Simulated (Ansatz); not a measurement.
Consider the ligand exchange at the Al–O bond: `C[O][Al]([SH])[SH]` + H₂S → `[SH][Al]([SH])[SH]` + CH₃OH.

Calculated with Ansatz (gas phase, PBE0-D4/def2-TZVP geometries, no zero-point term in ΔE). CCSD(T)/CBS adds triple-zeta CCSD(T) − MP2 to the extrapolated MP2 energy (def2 sets, frozen cores). This one scheme is used for every species. One conformer a species, not always the lowest.

| species | CCSD(T)/CBS(def2) energy (Eh) |
| --- | --- |
| `C[O][Al]([SH])[SH]` | -1153.93753 |
| H₂S | -398.97279 |
| `[SH][Al]([SH])[SH]` | -1437.28527 |
| CH₃OH | -115.61712 |

(1) Work out ΔE.

Largest T1 diagnostic among the species: 0.012.

Results:

(1) ΔE = (-1437.28527) + (-115.61712) − (-1153.93753) − (-398.97279) = 0.00793 Eh = +20.8 kJ/mol.

In def2-TZVPP, CCSD(T) changes the Hartree–Fock value by −5.8 kJ/mol (the triples alone add −2.1 kJ/mol) and MP2 by −7.7 kJ/mol.
